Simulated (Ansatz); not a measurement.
`C[SiH](C)[SiH2]F`, 14 atoms. Charge 0, multiplicity 1. All runs use 4 threads of a server CPU on a shared host. Correlated methods freeze the cores.

How many basis functions does each run have, and how long does it take in Ansatz? RHF-CCSD(T)/def2-SVP energy; RHF-CCSD(T)/def2-TZVPP energy; RKS PBE0-D4/def2-TZVP frequencies; RKS ωB97M-V/def2-SVP energy; RHF-MP2/def2-QZVPP energy; RKS ωB97M-V/def2-QZVPP energy; RKS r2SCANh-D4/def2-TZVPP energy; RKS PBE-QIDH (frozen core)/def2-TZVPP energy; RKS PBE0-D4/def2-TZVP relaxation (8 steps); RKS r2SCAN0-D4/def2-TZVPP energy; RKS BLYP-D4/def2-TZVPP energy; RKS PBE0-D4/def2-SVP energy. (Best estimate.)

The calculation gave: Other jobs shared the machine, so times are rough.

```
                                level                   job  functions  wall time  peak host memory (GiB)
                 RKS PBE0-D4/def2-SVP                energy        123      1.2 s                     0.3
               RKS BLYP-D4/def2-TZVPP                energy        303      2.6 s                    0.45
                 RKS ωB97M-V/def2-SVP                energy        123        5 s                    0.42
            RKS r2SCAN0-D4/def2-TZVPP                energy        303      6.5 s                    0.92
            RKS r2SCANh-D4/def2-TZVPP                energy        303        7 s                    0.92
RKS PBE-QIDH (frozen core)/def2-TZVPP                energy        303        8 s                     0.9
                 RHF-CCSD(T)/def2-SVP                energy        123      8.5 s                    0.69
               RKS ωB97M-V/def2-QZVPP                energy        581       30 s                     2.8
                   RHF-MP2/def2-QZVPP                energy        581       33 s                     4.5
                RKS PBE0-D4/def2-TZVP  relaxation (8 steps)        221       33 s                    0.64
                RKS PBE0-D4/def2-TZVP           frequencies        221    3.7 min                    0.65
               RHF-CCSD(T)/def2-TZVPP                energy        303     15 min                     3.9
```
